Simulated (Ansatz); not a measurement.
The cluster Ni2O2⁻, relaxed as a doublet with UKS PBE0-D4/def2-SVPD in Ansatz, starting from the GFN2-xTB geometry. Force threshold 0.02 eV/Å.

The charge -1 doublet is spin-contaminated (final ⟨S²⟩ up to 2.26, 0.75 for a pure state). The relaxation made no stability test and no search for a lower SCF solution. No other spin state of charge -1 was run. Another isomer (doublet) lies 0.09 eV lower at PBE-D4/def2-TZVPD; other spin states weren't run for this one.

Start:

| atom | x (Å) | y (Å) | z (Å) |
| --- | --- | --- | --- |
| Ni1 | 0.063 | 0.404 | -0.215 |
| Ni2 | -0.255 | -1.126 | 1.313 |
| O3 | 0.242 | 1.869 | -0.627 |
| O4 | -0.050 | -1.147 | -0.471 |

| step | energy (eV) | largest force component (eV/Å) | SCF passes |
| --- | --- | --- | --- |
| 1 | -86149.2858 | 4.727 | 146 |
| 2 | -86149.9553 | 2.258 | 180 |
| 3 | -86150.3398 | 0.661 | 79 |
| 4 | -86150.3658 | 0.891 | 80 |
| 5 | -86150.4068 | 0.128 | 67 |
| 6 | -86150.4135 | 0.042 | 73 |
| 7 | -86150.4139 | 0.011 | 53 |

Force components are those of the run's own axes.

End:

Cartesian coordinates in Å:
```
Ni 0.092 0.465 -0.425
Ni -0.276 -1.257 1.393
O 0.261 2.093 -0.606
O -0.077 -1.301 -0.362
```

By distances, no bond broke or formed. The bond that changes most is Ni1–O4, from 1.58 to 1.78 Å (atoms count from 1).

No frequencies were taken in this run, so the end may be a saddle point.

Run time 33 s (4 threads of Arm Neoverse V2 on a shared host).
